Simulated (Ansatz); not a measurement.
```yaml
crystal:
  periodic: [false, false, false]
  atoms:
    - {symbol: B, position_ang: [0.032044, -0.916533, -1.283570]}
    - {symbol: As, position_ang: [-1.969167, -1.159387, -1.315248]}
    - {symbol: As, position_ang: [0.054241, -1.098664, 2.477436]}
    - {symbol: B, position_ang: [-0.837203, -0.620246, 0.433040]}
    - {symbol: B, position_ang: [-0.926784, 0.580889, -1.244970]}
    - {symbol: As, position_ang: [-1.624956, 0.524255, 1.833998]}
    - {symbol: As, position_ang: [1.995094, -1.133001, -1.026602]}
    - {symbol: B, position_ang: [0.973822, -0.618919, 0.444756]}
    - {symbol: B, position_ang: [1.003259, 0.505926, -1.215234]}
    - {symbol: As, position_ang: [0.044211, 2.264809, -1.062832]}
    - {symbol: As, position_ang: [1.833027, 0.533227, 1.864293]}
    - {symbol: B, position_ang: [0.029332, 0.947904, 0.550468]}
basis:
  gaussian: {orbitals: ANO-RCC-VTZP, fitting: {mean_field: def2-universal-jkfit}}
hamiltonian: {xc: {name: r2SCAN}}
```

```sh
$ ansatz run in.yaml --threads 2 --pin off --events-out ev --progress --plain --max-ram 32768MiB --backend cuda --devices 0, --max-vram 18GiB
```

Output, abridged:

```
Functional definition: r2SCAN
2046 factors; integrals over basis functions are off by at most 9.0e-1 eV
mean field evaluation 1: about -373139.0389 eV, gradient 1.2e2 eV
mean field evaluation 2: about -372700.9077 eV, gradient 3.5e2 eV
mean field evaluation 4: about -373125.6632 eV, gradient 1.2e2 eV
mean field evaluation 8: about -373171.9077 eV, gradient 1.4e0 eV
mean field evaluation 16: about -373171.9105 eV, gradient 3.0e-3 eV
mean field -373171.91048551 eV, -13713.8147653367 hartree, gradient 1.8e-5 eV, S^2 0.000000; 0 other end points of the search recorded, 0 dependent functions left out
reference -373171.91050752 eV, -13713.8147661454 hartree; 114, 114 occupied and 324, 324 virtual orbitals, 2046 factors
Total energy: -373171.91050752 eV, -13713.8147661454 hartree
Relativity: scalar
```

It took 13 s on 2 threads of AMD EPYC 7R13 on a shared host and a share (18 GiB) of an NVIDIA H100 80GB HBM3, peak host memory 1.1 GiB.

DK, ANO-RCC and x2c sets are all-electron and run with scalar relativity unless a key says otherwise.
